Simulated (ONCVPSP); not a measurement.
# What the settings do to the ONCV potential of Mn

Base potential:

Mn (Z = 25), optimised norm-conserving Vanderbilt (ONCV), made with ONCVPSP 4.0.1 (PBEsol, scalar-relativistic). Core [Ne], reference 3s2 3p6 3d6 4s1. Waves: 3s+4s: rc 1.35 bohr, ncon 4, nbas 8, qcut 9.1 1/bohr, 2 projectors; 3p: rc 0.85 bohr, ncon 4, nbas 9, qcut 10.4 1/bohr, 1 projector; 3d: rc 1.80 bohr, ncon 3, nbas 8, qcut 7.4 1/bohr, 2 projectors, debl 2.2 Ha. Local part: polynomial inside 0.75 bohr (lpopt 5, dvloc0 6 Ha). Core correction: none.

Cutoffs, loose and tight: the cutoffs (Ha) at which the residual kinetic energy of the hardest occupied pseudo-wave falls to 1 and 0.1 mHa per electron. They do not see the model core or the augmentation charge, which bear on the density cutoff. Test errors are all-electron minus pseudo excitation energies from the reference, over the configurations 3s2 3p6 3d5 4s2; 3s2 3p6 3d5 4s1; 3s2 3p6 3d5 4s0; 3s2 3p6 3d4 4s0. A dash means not determined; rows that change the core or the reference have their own tests. The largest error is taken over the tests solved by every variant that gives reliable tests at all: 3s2 3p6 3d5 4s0; 3s2 3p6 3d5 4s1; 3s2 3p6 3d5 4s2.

```csv
change,outcome,"cutoff, loose","cutoff, tight",bound ghosts,GHOST(+) flags above zero,largest test error (meV)
base,generated,47 Ha,170 Ha,none,none,+61
"local potential polynomial inside 0.80 bohr (lpopt 4, dvloc0 0 Ha)",generated,47 Ha,170 Ha,none,none,+61
p: nproj 2,generated,47 Ha,170 Ha,none,none,+61
"d: ncon 4, nbas 9",generated,47 Ha,170 Ha,none,none,+54
d: nbas 6,generated,47 Ha,170 Ha,none,none,+60
"all radii scaled by about 0.89 (s 1.20, p 0.76, d 1.60 bohr); local potential polynomial inside 0.66 bohr (lpopt 5, dvloc0 6 Ha)",generated,54 Ha,244 Ha,none,none,+38
```

Problem. What comes out with this change to the base: functional PBE?

Solution. outcome: generated; cutoff, loose: 47 Ha; cutoff, tight: 192 Ha; bound ghosts: none; GHOST(+) flags above zero: none; largest test error (meV): +63.
